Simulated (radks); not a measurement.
Numerical settings for the thallium ion Tl2+, [Xe] 4f14 5d10 6s1. Calculated with a radial shooting solver on a logarithmic mesh with Libxc functionals: scalar-relativistic Kohn-Sham, r2SCAN, spin-polarised, spherical densities, finite nucleus; open shells are filled with parallel spins first (spin-orbit coupling, left out, can overturn this in heavy ions); meta-GGA in the generalised Kohn-Sham scheme; Fermi nuclear charge, rms radius 5.4759 fm. The defaults (mesh step 0.008 in ln r, mesh end at 40 bohr or more with all orbitals vanishing there, Anderson mixing 0.5 over 9 steps, residual threshold near 1e-9 with the energy settled to 1e-9 hartree or 1e-11 of itself, here a cap of 64 iterations) give E = -20242.114 hartree and 6s at -26.092 eV in 11 iterations. Run on one thread of a shared host, so times are rough (Arm Neoverse N1): 0.32 s of CPU time, 0.32 s wall, 11 iterations on 2299 mesh points. Changes against that run (0 stands for a change within the tolerance of the run):

setting,iterations,converged,E (mhartree),e(6s) (meV),CPU (s)
mesh step in ln r 0.05,12,yes,+6.23,+0.00482,0.08
mesh step in ln r 0.2,2,no,diverged,-,0.01
mesh step in ln r 0.02,11,yes,-0.118,0,0.14
mesh end (bohr) 5,12,yes,+8.36,+286,0.32
mesh end (bohr) 20,11,yes,0,0,0.31
residual threshold 0.1,10,yes,0,+0.186,0.3
residual threshold 1e-16,64,no,0,-0.175,0.85
mixing 0.01,16,yes,0,-0.286,0.44
"linear mixing, mixing 1",64,no,+1.23e+06,+1.89e+04,3.8
"linear mixing, mixing 0.8",64,no,+0.00919,+0.254,1.6
mixing history 3,13,yes,0,-0.113,0.36
iteration cap 3,3,no,+349,-1.35e+03,0.1

Settings that end as converged yet miss the energy by more than 1 mhartree: mesh step in ln r 0.05 (+0.00623 hartree); mesh end (bohr) 5 (+0.00836 hartree). A mesh that ends early acts as a hard wall.
